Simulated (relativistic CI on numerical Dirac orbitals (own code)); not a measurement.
**One change at a time: Lu⁵⁵⁺**

Base calculation: Dirac-Coulomb-Breit CI, orbitals from a KLI potential per configuration, model QED, unscaled Slater integrals.

Configurations in the expansion (outside the closed core [Ne]): 3s²3p⁴, 3s3p⁵, 3s²3p³3d, 3p⁶, 3s3p⁴3d, 3p⁵3d, 3s3p³3d², 3s²3p²3d4p, 3p⁵4s, 3s3p³3d4s, 3s²3p³4s, 3p⁵4p, 3s²3p³4p, 3s²3p³4d, 3p⁴3d4p, 3s3p⁴4s, 3s²3p³4f, 3s3p⁴4p, 3s3p⁴4d, 3s3p⁴4f, 3s²3p³5s, 3s²3p³5p, 3s²3p²4s4p, 3s²3p³5d, 3s²3p³5f, 3s²3p³5g, 3s3p³4s², 3s3p⁴5s, 3s²3p²3d², 3s²3p3d³, 3s3p²3d³, 3s²3p3d²4s, 3s²3p3d²4p, 3s²3p3d²4d, 3p⁴3d², 3p³3d³, 3p³3d²4s, 3p³3d²4p, 3p³3d²4d, 3s²3p²3d4s, 3s3p²3d²4s, 3s²3p3d4s², 3s²3p3d4s4p, 3s²3p3d4s4d, 3p⁴3d4s, 3p³3d4s², 3p³3d4s4p, 3p³3d4s4d, 3s²3p²4s², 3s3p²3d4s², 3s²3p4s²4p, 3s²3p4s²4d, 3s²3p²4p², 3s²3p3d4p², 3s3p²3d4p², 3s²3p4s4p², 3s²3p4p³, 3s²3p4p²4d, 3s3p³4s4p, 3s3p²3d4s4p, 3s3p²4s²4p, 3s3p²4s4p², 3s3p²4s4p4d. Double excitations out of closed p, d and f shells are left out; levels of such configurations are missing from the list, as are those of other unlisted configurations, and high levels can miss mixing partners. These lack a partner that the ground configuration has and come out too high: 3s²3p³4f, 3s3p⁴4p, 3s3p⁴4d, 3s3p⁴4f, 3s²3p³5s.

The lowest level and the first level of each name with at least 55 % of one term (blank where a level has no safe partner in the second run):

```tsv
Level	Base (eV)	Shift (eV)
3s²3p⁴ ³P2	0.000	0.000
3s²3p⁴ ¹S0	18.982	+1.118
3s²3p³3d ³P°0	231.052	-2.128
3s²3p⁴ ³P1	284.065	+1.136
3s²3p⁴ ¹D2	293.365	+1.571
3s3p⁵ ³P°2	456.893	+12.059
3s²3p²3d² ³P0	478.745	-3.036
3s²3p³3d ³G°5	579.313	-2.107
3s²3p⁴ ³P0	584.493	+4.208
3s3p⁴3d ³P0	701.136	+11.383
3s3p⁴3d ⁵F5	731.552	+1.019
```

At this charge energies of transitions that change n are usually good to better than 1 %, and those within a shell (Δn = 0) to a few per cent.

Problem. One thing was changed in a second run, which moved the levels as shown. Which?
A. QED terms removed
B. valence Slater integrals scaled by 0.9
C. configuration mixing switched off
D. Breit term removed
E. one mean potential for all configurations

Solution. C. Configuration mixing switched off. Without mixing, levels that were pushed by configurations of the same parity and J return to their single-configuration places.

LS names give the leading component of a level, which can be under half, so a name can repeat, a term be missing and a line seem to break the LS rules.
